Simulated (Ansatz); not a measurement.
PBE exchange is replaced step by step with exact exchange (0 % is PBE, 25 % PBE0; no dispersion term), basis def2-TZVPD, Ansatz. System: the cluster Te2Pd⁻ (the lowest doublet isomer of a short search). The state is a doublet with charge -1. Geometry: PBE-D4/def2-TZVPD, each spin state at its own.

Geometry of the doublet:

```tsv
atom	x (Å)	y (Å)	z (Å)
Pd1	0.2867	0.7021	0.9201
Te2	-1.7616	0.0922	-0.2942
Te3	1.4749	-0.7944	-0.6260
```

In the def2 sets Pd, Te take a core potential; there is no spin–orbit coupling. At PBE-D4/def2-TZVPD, PBE with 5 % exact exchange/def2-TZVPD, PBE with 10 % exact exchange/def2-TZVPD the highest occupied level of the charge -1 quartet lies above zero (up to 0.45 eV). It is a level of α spin, whose loss leaves a triplet; that state wasn't run at this geometry and level. The electron is either unbound and held by the finite basis, or the level is raised by self-interaction error. Another isomer (doublet) lies 0.17 eV lower at PBE0-D4/def2-TZVPD.

HOMO and LUMO are taken over both spins.

| exact exchange (%) | HOMO (eV) | LUMO (eV) | gap (eV) | ⟨S²⟩ | quartet − doublet (kJ/mol) |
| --- | --- | --- | --- | --- | --- |
| 0 | -0.36 | 0.08 | 0.44 | 0.753 | 84.9 |
| 5 | -0.51 | 0.19 | 0.71 | 0.754 | 84.3 |
| 10 | -0.67 | 0.31 | 0.98 | 0.756 | 83.6 |
| 15 | -0.82 | 0.43 | 1.25 | 0.757 | 82.8 |
| 25 | -1.14 | 0.65 | 1.80 | 0.761 | 80.6 |
| 35 | -1.47 | 0.88 | 2.35 | 0.767 | 74.4 |
| 50 | -1.86 | 1.22 | 3.08 | 0.786 | 58.7 |
